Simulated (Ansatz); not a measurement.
A nudged elastic band was laid between two geometries of C2H8BN (12 atoms, charge 0, multiplicity 1).

The calculation used RKS B3LYP/def2-SVP (Ansatz).

```json
{
  "movable images": "5",
  "climbing image": "yes",
  "spring": "5.0 eV/Å²",
  "optimiser": "quadratic models (default)",
  "start path": "IDPP",
  "force threshold": "0.05 eV/Å",
  "iteration limit": "60",
  "end points": "relaxed"
}
```

Image 0:

```xyz
12
Properties=species:S:1:pos:R:3
B -1.723 1.023 0.313
N -0.348 0.822 0.297
C 0.377 -0.427 0.483
C 1.179 -0.847 -0.749
H -2.153 2.137 0.129
H -2.457 0.082 0.511
H 0.261 1.618 0.125
H -0.359 -1.204 0.740
H 1.058 -0.338 1.350
H 1.924 -0.081 -1.023
H 1.723 -1.786 -0.559
H 0.517 -0.999 -1.617
```

Image 6:

```xyz
12
Properties=species:S:1:pos:R:3
B -0.966 1.548 0.882
N -0.786 0.517 -0.033
C -0.058 -0.730 0.155
C 1.156 -0.862 -0.765
H -1.594 2.524 0.547
H -0.495 1.444 1.990
H -1.181 0.616 -0.966
H -0.738 -1.587 -0.009
H 0.257 -0.775 1.209
H 1.879 -0.052 -0.582
H 1.665 -1.825 -0.602
H 0.861 -0.817 -1.827
```

Task: Which bonds break or form, and what moves?

Result: No bond is made or broken. The dihedral B1–N2–C3–C4 goes from 117 to -116°. The two ends are copies of one structure, up to a mirror image or an exchange of like atoms.

Task: What energy profile does the band end with?

Result: It converged. The highest image is number 3 of 0 to 6, 2.0 kcal/mol above the ends, which have the same energy within 2 meV. A vibrational analysis at the climbing image gives one clearly imaginary mode, 126i cm⁻¹: a first-order saddle point.

```csv
image,path coordinate (Å),energy (kcal/mol),dihedral B1–N2–C3–C4 (°)
0,0.00,0.0,117
1,0.71,0.5,139
2,1.42,1.5,160
3,2.13,2.0,-180
4,2.84,1.5,-160
5,3.55,0.5,-139
6,4.25,0.0,-116
```

Task: What is the geometry of the highest image?

Result: 
```xyz
12
Properties=species:S:1:pos:R:3
B -1.567 1.208 0.781
N -0.513 0.690 0.039
C 0.179 -0.587 0.239
C 1.289 -0.797 -0.785
H -2.022 2.284 0.475
H -2.005 0.573 1.713
H -0.151 1.229 -0.742
H -0.546 -1.416 0.175
H 0.603 -0.623 1.257
H 2.049 0.000 -0.719
H 1.797 -1.759 -0.620
H 0.887 -0.802 -1.813
```

Task: What are the harmonic wavenumbers there?

Result: 126i, 268, 276, 397, 447, 764, 800, 833, 957, 996, 1054, 1147, 1152, 1198, 1293, 1319, 1379, 1408, 1466, 1474, 1495, 1511, 2550, 2635, 3025, 3027, 3061, 3103, 3123, 3580 cm⁻¹.

Time of the run: 57 s on 2 threads of Arm Neoverse V2 (shared host), peak memory 0.18 GiB.
